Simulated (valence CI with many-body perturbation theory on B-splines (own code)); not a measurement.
## Hyperfine factors and g values of Re60+

Computed by configuration interaction combined with many-body perturbation theory (CI+MBPT): five valence electrons over a frozen Dirac-Fock core [Ne], a basis of 9 s, 9 p, 8 d, 6 f, 3 g, 1 h functions for each j, with the one-electron correlation potential Σ1 (screened to all orders), the two-electron term Σ2, the three-electron term Σ3, Breit, model QED; selected single and double excitations, second order for the rest (own B-spline code, finite nucleus).

No measured spectrum was set against this ion. As an estimate, large intervals hold to a few tenths of a per cent, small ones and those within an open d or f shell to about a per cent. Among the levels kept, up to 600 cm⁻¹ of a level comes from second order outside the variational space, and about a tenth of that is noise between levels of different J, which matters for small intervals.

A/g_I is the dipole constant over the nuclear g factor μ/I (μ in nuclear magnetons, uniformly magnetised nucleus), B/Q the quadrupole constant per barn. Both hold the static response of the core; the bare values leave it out. Large factors of s and p1/2 electrons are usually good to 5 to 10 %; those of open d and f shells near neutrality can be off by tens of per cent, and small factors of p3/2, d and f electrons come from cancelling terms and can be off by a factor of two or in sign, in half-filled shells by more. B is blank for J = 1/2, where it vanishes, and for nearly pure S terms. Energies count from the lowest level.

Levels are named by their leading jj configuration (3d3/2^4 stands for four electrons in 3d with j = 3/2), which in mixed levels can hold well under half, so a name can repeat and another be missing. Letters in brackets count levels of one name in rising energy.

```
                             Level  E (Ry)      g  A/g_I (MHz)  A/g_I bare  B/Q (MHz/b)  B/Q bare
        (3s^2 3p1/2^2 3p3/2) J=3/2   0.000  1.340       218000      218000       429000    424000
        (3s^2 3p1/2^2 3d3/2) J=3/2  17.174  0.777       118000      121000        72200     74500
        (3s^2 3p1/2^2 3d5/2) J=5/2  24.522  1.194        50700       53700        63000     65600
        (3s^2 3p1/2 3p3/2^2) J=3/2  26.809  1.452      -129000     -123000        30600     30200
        (3s^2 3p1/2 3p3/2^2) J=5/2  27.688  1.186       577000      569000        -1070     -1040
        (3s^2 3p1/2 3p3/2^2) J=1/2  28.838  0.647      1990000     1950000                       
        (3s 3p1/2^2 3p3/2^2) J=5/2  39.908  1.455      1300000     1270000        84500     83300
        (3s 3p1/2^2 3p3/2^2) J=3/2  42.120  1.145      -691000     -672000       -41500    -40900
        (3s 3p1/2^2 3p3/2^2) J=1/2  42.278  2.036      5280000     5170000                       
(3s^2 3p1/2 3p3/2 3d3/2) J=5/2 [a]  43.786  0.956       431000      427000       -43100    -41100
(3s^2 3p1/2 3p3/2 3d3/2) J=1/2 [a]  44.035  0.215       733000      725000                       
(3s^2 3p1/2 3p3/2 3d3/2) J=3/2 [a]  44.057  0.902       431000      427000      -262000   -259000
    (3s^2 3p1/2 3p3/2 3d3/2) J=7/2  44.706  1.019       428000      424000       476000    473000
(3s^2 3p1/2 3p3/2 3d3/2) J=5/2 [b]  46.932  1.154        56400       59900       450000    445000
(3s^2 3p1/2 3p3/2 3d3/2) J=1/2 [b]  47.706  1.661      1400000     1370000                       
(3s^2 3p1/2 3p3/2 3d3/2) J=3/2 [b]  47.767  1.215       -88500      -81700        20000     18500
(3s^2 3p1/2 3p3/2 3d5/2) J=7/2 [a]  50.166  1.301       -94900      -89200       478000    475000
(3s^2 3p1/2 3p3/2 3d5/2) J=3/2 [a]  51.111  1.330      -310000     -299000      -163000   -160000
    (3s^2 3p1/2 3p3/2 3d5/2) J=9/2  51.131  1.180       320000      317000       483000    480000
(3s^2 3p1/2 3p3/2 3d5/2) J=5/2 [a]  51.372  1.115       412000      408000      -315000   -309000
(3s^2 3p1/2 3p3/2 3d5/2) J=5/2 [b]  52.866  1.276       -84700      -79500        20500     21800
(3s^2 3p1/2 3p3/2 3d5/2) J=7/2 [b]  52.972  1.123       368000      364000        -6220     -3880
(3s^2 3p1/2 3p3/2 3d5/2) J=3/2 [b]  53.620  0.931       595000      587000        44700     44900
    (3s^2 3p1/2 3p3/2 3d5/2) J=1/2  53.907  1.224      -605000     -589000                       
              (3s^2 3p3/2^3) J=3/2  55.782  1.304       232000      231000      -457000   -451000
(3s 3p1/2^2 3p3/2 3d3/2) J=5/2 [a]  56.766  1.255      1020000     1010000       133000    131000
(3s 3p1/2^2 3p3/2 3d3/2) J=3/2 [a]  56.926  1.248       535000      529000         6620      4890
(3s 3p1/2^2 3p3/2 3d3/2) J=1/2 [a]  57.095  2.360      3100000     3040000                       
    (3s 3p1/2^2 3p3/2 3d3/2) J=7/2  57.566  1.241       971000      957000       460000    457000
(3s 3p1/2^2 3p3/2 3d3/2) J=3/2 [b]  58.938  1.005       525000      519000      -226000   -223000
(3s 3p1/2^2 3p3/2 3d3/2) J=5/2 [b]  59.747  0.871      -229000     -219000       248000    247000
(3s 3p1/2^2 3p3/2 3d3/2) J=1/2 [b]  60.085  0.554      1010000      996000                       
        (3s^2 3p1/2 3d3/2^2) J=5/2  62.029  0.786       335000      333000       100000     99700
    (3s 3p1/2^2 3p3/2 3d5/2) J=9/2  63.175  1.343       760000      750000       477000    474000
(3s 3p1/2^2 3p3/2 3d5/2) J=5/2 [a]  64.435  1.372      1120000     1100000      -234000   -230000
(3s 3p1/2^2 3p3/2 3d5/2) J=7/2 [a]  64.992  1.261       520000      514000       232000    231000
(3s 3p1/2^2 3p3/2 3d5/2) J=3/2 [a]  65.050  1.048      -500000     -484000      -172000   -170000
        (3s^2 3p1/2 3d3/2^2) J=1/2  65.187  0.633      1970000     1940000                       
        (3s^2 3p1/2 3d3/2^2) J=3/2  65.620  0.861      -385000     -372000       -88600    -87200
(3s 3p1/2^2 3p3/2 3d5/2) J=7/2 [b]  66.266  1.176      -117000     -110000       250000    250000
```

Task: Take the isotope of mass number 187, with I = 5/2, μ = 3.209 μN, leaving out the quadrupole term. What is the hyperfine structure of (3s^2 3p1/2 3p3/2^2) J=3/2?

Result: From the table A = -166000 MHz. Shifts from the centre of gravity in MHz: F = 1: 872000, F = 2: 540000, F = 3: 41500, F = 4: -622000.
